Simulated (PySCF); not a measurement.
PySCF job for Li(Me) (CH3Li), SMILES [Li][CH3], PBE0-D3(BJ)/def2-TZVPD. Coordinates come from a PBE0-D3(BJ)/def2-TZVPD optimisation. The isomer is the one that the SMILES or the coordinates give; other isomers of the formula were not compared.

```python
import numpy as np
from pyscf import gto, scf, dft, df
from pyscf.hessian import thermo

mol = gto.M(
    atom='''
    Li    0.00000000    0.00000000   -1.57835149
    C    -0.00000000   -0.00000000    0.38396354
    H     0.87733144    0.50652754    0.81042441
    H     0.00000000   -1.01305508    0.81042440
    H    -0.87733143    0.50652754    0.81042441
    ''',
    basis='def2-TZVPD',
    charge=0,
    spin=0,
    max_memory=1600,
    verbose=3,
)
mf = dft.RKS(mol, xc='pbe0').density_fit(auxbasis='def2-universal-jkfit')
mf.disp = 'd3bj'
mf.grids.level = 3
mf.conv_tol = 1e-11
mf.max_cycle = 100
mf.kernel()

# [left out here: the lines that compute and print the analytic Hessian (its translational invariance restored by hand, since the grid's response is missing), thermochemistry and intensities]
```

Log of the run:

```
converged SCF energy = -47.3379655318136

WARN: DFTD3 does not support analytical Hessian, using finite difference


WARN: Mole.unit (angstrom) is changed to Bohr

Mode                                 0                   1                   2
Irrep
Freq [cm^-1]                      432.3449            432.4080            643.3855
Reduced mass [au]                   1.2268              1.2268              5.7458
Force const [Dyne/A]                0.1351              0.1352              1.4013
Char temp [K]                     622.0480            622.1388            925.6886
Normal mode                   x     y     z       x     y     z       x     y     z
       0  Li                 0.04  0.08 -0.00    0.08 -0.04  0.00   -0.00 -0.00 -0.31
       1   C                -0.05 -0.09  0.00   -0.09  0.05  0.00    0.00  0.00  0.15
       2   H                 0.08  0.18 -0.57    0.18 -0.11 -0.35    0.00  0.00  0.13
       3   H                 0.11  0.17  0.59    0.20 -0.09 -0.31   -0.00 -0.00  0.13
       4   H                 0.11  0.20 -0.02    0.17 -0.09  0.67   -0.00  0.00  0.13
Mode                                 3                   4                   5
Irrep
Freq [cm^-1]                     1084.4616           1435.2985           1435.3173
Reduced mass [au]                   1.1875              1.0627              1.0627
Force const [Dyne/A]                0.8228              1.2899              1.2899
Char temp [K]                    1560.2989           2065.0750           2065.1020
Normal mode                   x     y     z       x     y     z       x     y     z
       0  Li                 0.00  0.00 -0.01   -0.00 -0.00 -0.00   -0.00  0.00  0.00
       1   C                -0.00 -0.00 -0.12   -0.05 -0.05  0.00   -0.05  0.05  0.00
       2   H                -0.18 -0.10  0.48   -0.24  0.12  0.27    0.30 -0.62  0.09
       3   H                 0.00  0.21  0.48    0.48 -0.12 -0.21    0.54  0.11  0.19
       4   H                 0.18 -0.10  0.48    0.32  0.63 -0.06   -0.21 -0.05 -0.27
Mode                                 6                   7                   8
Irrep
Freq [cm^-1]                     2981.9645           3054.6933           3054.6997
Reduced mass [au]                   1.0333              1.0963              1.0963
Force const [Dyne/A]                5.4136              6.0274              6.0274
Char temp [K]                    4290.3830           4395.0236           4395.0327
Normal mode                   x     y     z       x     y     z       x     y     z
       0  Li                 0.00 -0.00  0.00    0.00 -0.00 -0.00    0.00  0.00  0.00
       1   C                -0.00 -0.00  0.05    0.07 -0.05  0.00    0.05  0.07  0.00
       2   H                -0.46 -0.27 -0.19   -0.26 -0.18 -0.13   -0.56 -0.31 -0.27
       3   H                -0.00  0.54 -0.19    0.02  0.40 -0.17    0.01 -0.59  0.25
       4   H                 0.46 -0.27 -0.19   -0.62  0.35  0.30   -0.03  0.05  0.02
temperature 298.1500 [K]
pressure 101325.00 [Pa]
Rotational constants [GHz] 162.84308 23.06776 23.06776
Symmetry number 3
Zero-point energy (ZPE) 0.03316 [Eh]   87055.681 [J/mol]
                           tot       elec      trans        rot        vib
Entropy [J/mol/K]       226.165      0.000    147.282     69.762      9.121
Cv [J/mol/K]             42.610      0.000     12.472     12.472     17.666
Cp [J/mol/K]             50.924      0.000     20.786     12.472     17.666
Internal energy [J/mol]                      3718.434   3718.434  88986.273
Internal energy [Eh]   -47.30124  -47.33797
Enthalpy [J/mol]                             6197.391   3718.434  88986.273
Enthalpy [Eh]          -47.30030
Gibbs free energy [J/mol]                  -37714.787 -17080.964  86266.784
Gibbs free energy [Eh] -47.32598
mode   freq/cm-1   IR/(km/mol)
   1      432.34       164.500
   2      432.41       164.497
   3      643.39        30.500
   4     1084.46         0.797
   5     1435.30         4.132
   6     1435.32         4.134
   7     2981.96        69.231
   8     3054.69        43.811
   9     3054.70        43.799
max |gradient| / (hartree/bohr): 3.834843880297762e-05
APT charges: [ 0.6584 -0.4513 -0.069  -0.069  -0.069 ]
```

The run converged.
